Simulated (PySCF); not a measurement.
## Adding and removing an electron: SnH

PBE0; Sn cc-pVTZ-PP with ECP28, H cc-pVTZ; scalar-relativistic core potentials (PySCF 2.14). Neutral (UKS): doublet (π ↑), Re = 1.782 Å, ωe = 1712 cm⁻¹, De = 2.59 eV, HOMO -4.96 eV, LUMO -3.10 eV.

SnH⁺ (UKS): singlet (closed shell), Re = 1.765 Å, ωe = 1830 cm⁻¹, De = 2.69 eV to Sn⁺ + H. The energies at the minima are -214.85492 hartree for SnH and -214.58994 for SnH⁺.

Task: Work out the adiabatic ionisation energy, without and with harmonic zero-point energies (1 hartree = 27.2114 eV, 1 eV = 8065.5 cm⁻¹), and the change of the bond length.

Result: At PBE0: 0.26498 hartree = 7.210 eV between the minima; the zero-point term (1830.0 − 1712.0)/2 cm⁻¹ = +0.007 eV makes it 7.218 eV. Re changes by -1.7 pm against the neutral. The electron leaves a π orbital, which is non-bonding in a hydride.

Spin–orbit coupling is left out, which matters for elements this heavy, above all for dissociation energies. For an ion De counts to the pair picked by the measured ionisation energies or electron affinities, which need not be the lowest pair at this level. States were picked by a PBE0 search and need not be the measured ground states.
